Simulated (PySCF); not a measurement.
# Iodine: a sound run and one with changed settings

Sound run: I⁺ [Kr] 4d10 5s2 5p4, I²⁺ [Kr] 4d10 5s2 5p3. Calculation: PySCF 2.14, in x2c-SVPall (6s5p3d, 36 functions); scalar relativity by spin-free X2C-1e. The sound run starts from symmetry-adapted Hartree-Fock orbitals and uses a fine grid where one is needed.

A second run was set up differently.

```json
{"species": "I⁺", "method": "UHF", "sound run (hartree)": "-7111.54266", "changed run (hartree)": "-7111.54266", "converged": "yes"}
{"species": "I⁺", "method": "PBE0", "sound run (hartree)": "-7114.05679", "changed run (hartree)": "-7125.64385", "converged": "yes"}
{"species": "I⁺", "method": "r2SCAN", "sound run (hartree)": "-7114.41286", "changed run (hartree)": "-7134.61563", "converged": "yes"}
{"species": "I²⁺", "method": "UHF", "sound run (hartree)": "-7110.89091", "changed run (hartree)": "-7110.89091", "converged": "yes"}
{"species": "I²⁺", "method": "PBE0", "sound run (hartree)": "-7113.36562", "changed run (hartree)": "-7124.78362", "converged": "yes"}
{"species": "I²⁺", "method": "r2SCAN", "sound run (hartree)": "-7113.72039", "changed run (hartree)": "-7133.67535", "converged": "yes"}
```

Ionisation energy of I⁺:

```
method  sound run (eV)  changed run (eV)
   UHF          17.735            17.735
  PBE0          18.808            23.408
r2SCAN          18.843            25.587
```

What was changed?
A. level shift left on
B. all electrons correlated in a valence basis
C. minimal basis
D. radial grid too coarse

D. It used radial step 1.2 in ln r (0.13 in the sound run). A coarse radial grid mis-integrates the density and the exchange-correlation energy, with errors of either sign; Hartree-Fock needs no grid.
